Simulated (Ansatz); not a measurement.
Consider the redistribution: `[NH2][Al]([NH2])[NH2]` + `[OH][Mg][O][SiH3]` → `[NH2][Al]([NH2])[O][SiH3]` + `[NH2][Mg][OH]`.

Isolated molecules relaxed with PBE0-D4/def2-TZVP in Ansatz; ΔE leaves out vibrations. CCSD(T)/CBS is the MP2 limit (def2-TZVPP, def2-QZVPP) plus CCSD(T) − MP2 in def2-TZVPP, frozen cores. Functionals use def2-TZVPP. For Mg outer-core shells are correlated without core-valence functions, which leaves a few kJ/mol of doubt a bond. Each species was taken in one conformer, which may not be the lowest.

`[NH2][Al]([NH2])[NH2]`:

```xyz
10

N    -1.530    0.693   -0.562
Al    0.000    0.000   -0.001
N     1.065    0.943    1.054
N     0.465   -1.636   -0.493
H    -2.271    0.174   -1.001
H    -1.785    1.663   -0.487
H     2.020    0.709    1.268
H     0.804    1.791    1.528
H     0.021   -2.166   -1.224
H     1.210   -2.172   -0.082
```

`[OH][Mg][O][SiH3]`:

```xyz
8

O     2.338    0.178    2.364
Mg    1.120    0.089    1.104
O    -0.165   -0.016   -0.137
Si   -1.319   -0.110   -1.257
H     3.152    0.283    2.836
H    -1.463    1.177   -2.000
H    -1.019   -1.174   -2.261
H    -2.644   -0.428   -0.649
```

`[NH2][Al]([NH2])[O][SiH3]`:

Cartesian coordinates in Å:
```
N 2.284 -0.007 -0.270
Al 0.565 -0.170 -0.618
N -0.026 -0.669 -2.201
O -0.550 0.160 0.601
Si -1.617 0.483 1.770
H 3.033 -0.177 -0.920
H 2.652 0.276 0.622
H 0.547 -0.890 -2.998
H -1.000 -0.768 -2.432
H -1.121 1.581 2.644
H -2.922 0.902 1.188
H -1.845 -0.722 2.614
```

`[NH2][Mg][OH]`:

```xyz
6

N    -0.643   -0.768   -1.087
Mg    0.149    0.238    0.292
O     0.842    1.236    1.579
H    -1.381   -1.448   -0.984
H    -0.417   -0.719   -2.069
H     1.450    1.461    2.270
```

Task: Is it downhill or uphill in electronic energy at CCSD(T)/CBS, and by how much? (Estimate.)

Result: Computed: Uphill: ΔE = +5.3 kcal/mol.

Task: What do these levels give: BHLYP-D4, CAM-B3LYP-D4, r2SCAN0, HF/def2-TZVPP, MP2/def2-QZVPP, MP2/CBS(def2)? (An estimate is asked.)

Result: Computed: BHLYP-D4 3.5, CAM-B3LYP-D4 3.5, r2SCAN0 4.4, HF/def2-TZVPP 4.0, MP2/def2-QZVPP 5.1, MP2/CBS(def2) 5.5 kcal/mol.

Largest T1 diagnostic among the species: 0.011.

Leaving LDA and LC-ωPBE aside and taking each functional with its dispersion term where it has one, the values, not all of them listed here, spread over 1.2 kcal/mol, from BLYP-D4 to PBE-QIDH.
